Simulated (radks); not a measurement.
Results of a calculation; reference values are marked as such.
Charge is removed step by step from the 3p (averaged over the sub-levels emptied) level of the silicon ion Si+, starting from [Ne] 3s2 3p1. Level of theory: Dirac Kohn-Sham, PBE, spin-unpolarised, spherical densities, point nucleus; open shells are shared between the two j in proportion to 2j + 1 (a radial shooting solver on a logarithmic mesh with Libxc functionals).

\begin{tabular}{lrrr}
removed (e) & E - E(0) (eV) & eigenvalue (eV) & E minus straight line (eV) \\ \hline
0 & 0.000 & -11.656 & 0.000 \\
0.125 & 1.522 & -12.702 & -0.477 \\
0.25 & 3.176 & -13.767 & -0.822 \\
0.375 & 4.965 & -14.850 & -1.033 \\
0.5 & 6.889 & -15.950 & -1.107 \\
0.625 & 8.953 & -17.066 & -1.043 \\
0.75 & 11.156 & -18.197 & -0.838 \\
0.875 & 13.503 & -19.344 & -0.491 \\
1 & 15.993 & -20.503 & 0.000 \\
\end{tabular}

Removing the whole electron costs 15.993 eV by Delta-SCF, against 11.656 eV from minus the eigenvalue at the starting occupation. Slater's transition state (half an electron removed) gives 15.950 eV. Integrating minus the eigenvalue over the occupation (Janak's theorem) gives 15.993 eV. The mean slope of the eigenvalue, de/dn, is 8.85 eV per electron. Ionisation energy of Si+ in the NIST Atomic Spectra Database: 16.346 eV (measured).

Beside tabulated values, note that spin-unpolarised runs miss the spin-polarisation part of the exchange energy of open shells.
